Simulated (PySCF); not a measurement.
Compound: C7H6F2N (doublet state).
Numbering: `[NH:1][c:2]1[cH:3][cH:4][c:5]([CH:6]([F:7])[F:8])[cH:9][cH:10]1` (hydrogens: H11 on N1; H12 on C3; H13 on C4; H14 on C6; H15 on C9; H16 on C10)

Structure used (GFN2-xTB), in Å, numbered top down from 1:
```
atom  x, y, z in Å
N1    -3.166    0.049   -0.176
C2    -1.866    0.010   -0.113
C3    -1.049   -1.092   -0.538
C4     0.314   -1.038   -0.435
C5     0.939    0.099    0.092
C6     2.436    0.123    0.205
F7     2.875   -0.840    1.060
F8     3.021   -0.154   -0.990
C9     0.174    1.191    0.516
C10   -1.190    1.157    0.419
H11   -3.586   -0.793   -0.564
H12   -1.535   -1.969   -0.941
H13    0.926   -1.867   -0.759
H14    2.833    1.087    0.558
H15    0.670    2.062    0.919
H16   -1.804    1.984    0.736
```

The hyperfine couplings belong to this conformer and change with its torsions.

Method: UKS B3LYP, pcH-1 on C F H N, non-relativistic, mean-field spin-orbit, GIAO (PySCF). One conformer (not necessarily the lowest) at the GFN2-xTB geometry, without solvent, vibrations or thermal averaging. The geometry wasn't refined by DFT: couplings that depend on bond lengths, twists or pyramidal angles can differ widely from those at the functional's own minimum. The SCF solution wasn't tested for stability. ⟨S²⟩ is 0.789 where a pure state has 0.75.

Q: Give the principal g shifts and their parts.

A: 
| Δg (ppm) | 1 | 2 | 3 |
| --- | --- | --- | --- |
| relativistic mass correction | -192 | -192 | -192 |
| gauge correction | -9 | 43 | 46 |
| orbital Zeeman/spin–orbit | -28 | 860 | 3089 |
| total | -228 | 712 | 2944 |

So g = 2.00209, 2.00303, 2.00526 and g_iso = 2.00346; the tensor is rhombic: the two nearest values differ by 30 % of g3 − g1. Axes: g2 points within 1° of the C5–C9 bond.

Q: What are the electron Larmor frequencies g μB B/h along the three axes at 3350 mT?

A: 93.8729, 93.9170, 94.0216 GHz for g1, g2 and g3, a range of 148.7 MHz.

Q: How much does each term add to the isotropic shift?

A: The orbital-Zeeman/spin–orbit term 1307, the mass correction -192 and the gauge correction 27 ppm, for a total of 1142 ppm. The orbital-Zeeman/spin–orbit term is the largest in size. The mass correction is the same along every axis, so the anisotropy comes from the other two: their spans along these axes are 56 (gauge) and 3117 ppm (orbital Zeeman/spin–orbit).

Q: In a frozen sample, at which fields do the three g values resonate at 9.5, 34, 94 and 263 GHz (hyperfine left aside), and which band first spreads them over more than twice a line width of 1.0 mT?

A: 
| band | GHz | B(g3) mT | B(g2) mT | B(g1) mT | spread mT |
| --- | --- | --- | --- | --- | --- |
| X | 9.5 | 338.49 | 338.86 | 339.02 | 0.54 |
| Q | 34.0 | 1211.42 | 1212.77 | 1213.34 | 1.92 |
| W | 94.0 | 3349.23 | 3352.96 | 3354.54 | 5.31 |
| J | 263.0 | 9370.72 | 9381.16 | 9385.56 | 14.85 |

The spread grows in proportion to the frequency. W band is the first where it exceeds 2.0 mT.

The largest Mulliken spin populations are on N1 (+0.58), C5 (+0.34), C10 (+0.31) and C3 (+0.28). Four atoms exceed +0.15.

The HOMO–LUMO gaps are 5.26 eV among the α and 3.86 eV among the β orbitals.
